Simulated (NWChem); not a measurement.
System: C3H7O2, doublet; SMILES O(C)C[CH]O

The following NWChem deck was run.

```
start job
memory heap 200 mb stack 900 mb global 1100 mb
geometry units angstroms noautosym nocenter noautoz
  C      0.253998     2.119429    -0.015243
  O      0.332030     0.751369     0.327943
  C     -0.844666     0.015246    -0.001788
  C     -0.516499    -1.427510     0.194439
  O      0.695609    -1.846194    -0.275819
  H     -0.549353     2.629011     0.538725
  H      1.211586     2.573731     0.251838
  H      0.075814     2.259321    -1.093304
  H     -1.119726     0.246776    -1.053724
  H     -1.696995     0.313890     0.629609
  H     -1.289290    -2.186893     0.135965
  H      1.275117    -1.061984    -0.236427
end
basis spherical
  C library def2-svp
  O library def2-svp
  H library def2-svp
end
dft
  odft
  mult 2
  xc m05-2x
  iterations 150
end
cosmo
  do_cosmo_smd true
  solvent water
end
task dft energy
```

Geometry: optimised at B3LYP/6-31G* (spherical d), spin-unrestricted. No stability test was run on the SCF state. Solvent: water.

Level: M05-2X/def2-SVP with SMD (1 M gas to 1 M solution), gas-phase geometry. Reactions with the solvent are ignored.

Task: What results follow from this input? (M05-2X/def2-SVP, spin-unrestricted, SMD on the gas-phase geometry.) Quantities: solvation free energy (kcal/mol); cavity-dispersion-structure term (kcal/mol); dipole in solution (D).

Result: The solvation free energy (kcal/mol) comes out as -4.0 and the cavity-dispersion-structure term (kcal/mol) is 4.2. The dipole in solution (D) is 3.59.
